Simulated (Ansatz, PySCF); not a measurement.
Species: chloro selenohypochlorite, SeCl2, net charge 0, singlet state. SMILES: Cl[Se]Cl
Structure (B3LYP-D3(BJ)/def2-TZVP (Ansatz, a program for electronic structure) minimum search):
```
Se
Cl 1 2.1758
Cl 1 2.1758 2 101.74
```
Charge 0, spin multiplicity 1.

Quantity: vertical triplet-singlet gap, E(triplet) - E(singlet), in eV. Conventions: non-relativistic; six Cartesian d functions in 6-31G* and its kin unless marked 5d; valence correlation only (noble-gas shells and the d and f shells of earlier blocks); LANL2DZ with its own core potentials from Na on; no dispersion term unless named; open shells spin-unrestricted; no spin-orbit coupling; each state is the SCF solution reached for its charge and spin. First-principles rows: single points at B3LYP-D3(BJ) geometries (Ansatz). Levels can end on unlike triplets.

| level | program | vertical triplet-singlet gap, E(triplet) - E(singlet) (eV) |
|---|---|---|
| HF/6-31G* with LANL2DZ past Ar | Ansatz | 2.09 |
| PBE/6-31G* | Ansatz | 1.84 |
| PBE/6-31G* with LANL2DZ past Ar | Ansatz | 1.77 |
| B3LYP/STO-3G | Ansatz | 2.80 |
| B3LYP/3-21G | Ansatz | 1.92 |
| B3LYP/6-31G* | Ansatz | 2.00 |
| B3LYP/6-31G* with LANL2DZ past Ar | Ansatz | 1.93 |
| M06-2X/6-31G* with LANL2DZ past Ar (5d) | PySCF | 2.31 |
| MP2/6-31G* | Ansatz | 2.34 |
| B3LYP/def2-TZVPD | Ansatz | 2.01 |
| wB97M-V/def2-TZVPD | Ansatz | 2.26 |

No value to compare with is used here. The 9 habitual levels span 1.77 (PBE/6-31G* with LANL2DZ past Ar) to 2.80 eV (B3LYP/STO-3G); B3LYP/def2-TZVPD gives 2.01.

The levels are drawn from those run, B3LYP/6-31G* more often than the rest, none by its result; runs whose electronic state is in doubt are left out.
